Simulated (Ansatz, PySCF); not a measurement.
GeH7NSi, SMILES [SiH3][NH][GeH3]. Atoms are numbered in the order given.

```xyz
10

Si     2.0414     0.2683     0.2317
N      0.5969    -0.3254    -0.5330
Ge    -1.1619    -0.0718    -0.0233
H      3.1401    -0.7370     0.1090
H      2.5609     1.5524    -0.3391
H      1.7243     0.5024     1.6694
H      0.7056    -0.7176    -1.4659
H     -1.9604    -1.3421    -0.3852
H     -1.8074     1.1429    -0.7333
H     -1.1501     0.1633     1.4976
```

Geometry optimised at B3LYP-D3(BJ)/def2-SVP. This is a generated structure with no PubChem entry under its InChIKey; it may be hypothetical.

Two levels are set side by side: PBE-D3(BJ)/def2-SVP (Ansatz, a quantum-chemistry and plane-wave program) and B3LYP-D3(BJ)/def2-SVP (Ansatz). Each level has its own optimised geometry; the coordinates shown are those of the second. Frequencies come from the Hessian of PySCF at each geometry. Differences are taken from unrounded values.

```tsv
quantity	B3LYP-D3(BJ)	PBE-D3(BJ)	PBE-D3(BJ) minus B3LYP-D3(BJ)
mean bond length (Å)	1.524	1.535	0.010
bond Si1–N2 (Å)	1.739	1.748	0.010
bond N2–Ge3 (Å)	1.849	1.856	0.007
bond Si1–H4 (Å)	1.494	1.507	0.013
bond Si1–H5 (Å)	1.498	1.513	0.014
bond Si1–H6 (Å)	1.491	1.504	0.013
bond N2–H7 (Å)	1.018	1.025	0.007
bond Ge3–H8 (Å)	1.543	1.552	0.009
bond Ge3–H9 (Å)	1.548	1.558	0.010
bond Ge3–H10 (Å)	1.539	1.548	0.009
highest harmonic wavenumber (cm⁻¹)	3575	3506	-69
mean harmonic wavenumber (cm⁻¹)	1171	1137	-34
zero-point energy (kcal/mol)	40.18	39.01	-1.17
```

Exact exchange shortens and stiffens bonds; PBE has none. Differences between two approximate levels are no errors against the true value.
